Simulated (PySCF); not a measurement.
A calculated (r2SCAN, PySCF 2.14, x2c-TZVPall, scalar relativity by spin-free X2C-1e) atom or ion has these occupied shells.

| shell | electrons | orbital energy (eV) | rms radius, mean of both spins (bohr) |
| --- | --- | --- | --- |
| 1s β | 1 | -25376.0 | 0.0357 |
| 1s α | 1 | -25376.0 | 0.0357 |
| 2s α | 1 | -3785.2 | 0.146 |
| 2s β | 1 | -3784.6 | 0.146 |
| 2p α | 3 | -3398.3 | 0.130 |
| 2p β | 3 | -3397.8 | 0.130 |
| 3s α | 1 | -732.07 | 0.393 |
| 3s β | 1 | -731.93 | 0.393 |
| 3p α | 3 | -603.83 | 0.395 |
| 3p β | 3 | -603.62 | 0.395 |
| 3d α | 5 | -401.28 | 0.377 |
| 3d β | 5 | -400.84 | 0.377 |
| 4s α | 1 | -137.27 | 0.967 |
| 4s β | 1 | -134.67 | 0.967 |
| 4p α | 3 | -99.683 | 1.06 |
| 4p β | 3 | -97.064 | 1.06 |
| 4d α | 5 | -44.968 | 1.35 |
| 4d β | 3 | -43.477 | 1.35 |

Task: Name the element and its charge.

Result: Ag(3+) (silver, charge +3), in [Kr] 4d8, high-spin 3F determinant.
